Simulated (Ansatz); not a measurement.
Frontier orbitals of `CO[Si](F)(Cl)[GeH3]`.

The species carries charge 0 and has multiplicity 1. Correlated methods include outer-core shells of Ge, which these sets cover unevenly. Scalar relativity is left out up to krypton. All single points use the PBE0-D4/def2-TZVP geometry. It is one conformer, not always the lowest. Basis def2-TZVPP, Ansatz.

Orbital energies of one run (eV). Highest occupied ones, from the top: -10.55, -11.60, -11.95, -12.15, -12.45, -12.47, -12.82, -14.31, -15.19, -15.39, -16.07, -16.21, -16.84, -18.04. Empty: 2.15, 2.21, 2.57, 3.08, 3.60, 3.95.

(1) Which functional gave them?
A. ωB97X-V
B. PBE
C. r2SCAN
D. BLYP

Results:

(1) A. HOMO energies: ωB97X-V -10.55, BLYP -6.88, PBE -6.99, r2SCAN -7.30 eV.
